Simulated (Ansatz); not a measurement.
Z-matrix (Å, degrees):
```
In
H 1 1.7098
H 1 1.7098 2 135.60
Cl 1 2.3669 2 112.21 3 -179.98
```
Charge 0, multiplicity 1.

Calculation: frozen-core CCSD(T)/def2-TZVPP // B3LYP-D3(BJ)/def2-TZVP (Ansatz, a first-principles code).

- HF energy = -649.92249 Ha
- MP2 correlation energy = -0.47872 Ha

Q: Estimate the CCSD correlation energy, the (T) correction, the total energy and the T1 diagnostic.

A: 
```yaml
CCSD correlation energy: -0.50042 Ha
"(T) correction": -0.01633 Ha
CCSD(T) total energy: -650.43924 Ha
T1 diagnostic: 0.014
```
